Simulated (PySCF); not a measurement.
Vertical excitations of a molecule C₃H₃ClF₂ from TDA-B3LYP/def2-SVPD (PySCF), as energy in eV (oscillator strength): 5.89 (0.000), 6.37 (0.001), 7.14 (0.000), 7.32 (0.627), 7.48 (0.000), 7.97 (0.000), 8.13 (0.005), 8.13 (0.002), 8.26 (0.040), 8.31 (0.026). Lowest triplet (TDA): 4.16 eV. Geometry optimised at B3LYP-D3(BJ)/def2-SVP. The values are those of a single conformer.

**Question.** Pick the molecule that these values belong to.
(A) FC(F)/C=C/Cl
(B) C=C(Cl)C(F)F
(C) F[C@@H]1[C@H](F)[C@H]1Cl
(D) C/C(F)=C(\F)Cl

**Answer.** D, C/C(F)=C(\F)Cl
